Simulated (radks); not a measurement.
Values are calculated unless marked as measured or tabulated.
Q: Valence configurations of the samarium ion Sm+ (all share [Xe]). Level of theory: Dirac Kohn-Sham, BLYP, spin-unpolarised, spherical densities, finite nucleus; open shells fill j = l - 1/2 first; Fermi nuclear charge, rms radius 5.0819 fm (a radial shooting solver on a logarithmic mesh with Libxc functionals). Order these by energy: 4f6 6p1; 4f5 6s1 6p1; 4f7; 4f5.5 5d0.5 6s1; 4f6 5d1; 4f6 6s1; 4f5 5d1 6s1; 4f6 6s0.5 6p0.5; 4f6 5d0.5 6s0.5; 4f6.5 6s0.5.

A: From the lowest, in eV above it: 4f6 6s1 0.000; 4f6 5d0.5 6s0.5 0.652; 4f6.5 6s0.5 0.866; 4f5.5 5d0.5 6s1 1.103; 4f6 5d1 1.407; 4f6 6s0.5 6p0.5 1.472; 4f7 2.705; 4f6 6p1 2.967; 4f5 5d1 6s1 3.285; 4f5 6s1 6p1 6.553. NIST lists [Xe] 4f6 6s1 as the ground configuration; this level of theory agrees among the configurations tried. The energies are those of spherical spin-averaged densities, not of single terms.
